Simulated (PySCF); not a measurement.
Two-component Hartree-Fock for I⁴⁸⁺ (iodine, charge +48)

Start: [He] 2s2 2p1; 2p3/2 filled at m_j = +3/2. Calculated with PySCF 2.14 in an uncontracted even-tempered set (17 s from 27 bohr⁻², ratio 2.4; 12 p from 36 bohr⁻², ratio 2.4; 5 d from 120 bohr⁻², ratio 2.6; 4 f from 170 bohr⁻², ratio 2.6): generalised Hartree-Fock with the X2C-1e Hamiltonian and a Gaussian nucleus; one run each with spin-orbit coupling (SO) screened by Boettger's factors, then bare. This is a chosen level, not necessarily the ground level.

```tsv
spinor shell	electrons	ε, screened SO (eV)	ε, bare SO (eV)	weight of nominal j (bare SO)	rms radius, bare SO (bohr)
1s1/2	2	-37855.2	-37855.4	1.000	0.0309
2s1/2	2	-8993.0	-8993.1	1.000	0.120
2p3/2	1	-8538.7	-8534.8	1.000	0.107
```

```
   quantity  screened SO      bare SO
E (hartree)  -3885.05381  -3884.91020
        M_J          3/2          3/2
       ⟨J²⟩        3.750        3.750
       ⟨L²⟩        2.000        2.000
       ⟨S²⟩        0.750        0.750
```

Each row is a mean over spinors that exchange with the open shell spreads, by up to 44.084 eV (2s1/2).

Breit and QED terms are absent; they matter most for the inner s and p1/2 levels.

Densities and radii are taken from the X2C orbitals without a picture-change correction, which distorts them close to the nucleus.
